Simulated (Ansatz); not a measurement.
Two spin states of CuB, each at its own minimum; 2S+1 = 1, 3 were tried, and our sources give no spin for the ground state. No spin–orbit coupling. Cu is treated without relativity.

Each state is the lowest solution found for its spin in def2 and cc sets. The singlet is a restricted closed-shell determinant, which can mix singlet states where a π or δ shell is part-filled.

The values were computed with Ansatz (a first-principles code) with Gaussian orbitals. Values without a source in brackets are computed.

Q: One of these levels gives 0.703 eV for the energy of the multiplicity-3 state above the multiplicity-1 state. Name it.
A) PBE0/def2-TZVPP
B) PBE/def2-TZVPP
C) wB97X-V/def2-TZVPP

A: B, PBE/def2-TZVPP. The others give 0.403 (PBE0/def2-TZVPP), 0.475 (wB97X-V/def2-TZVPP)
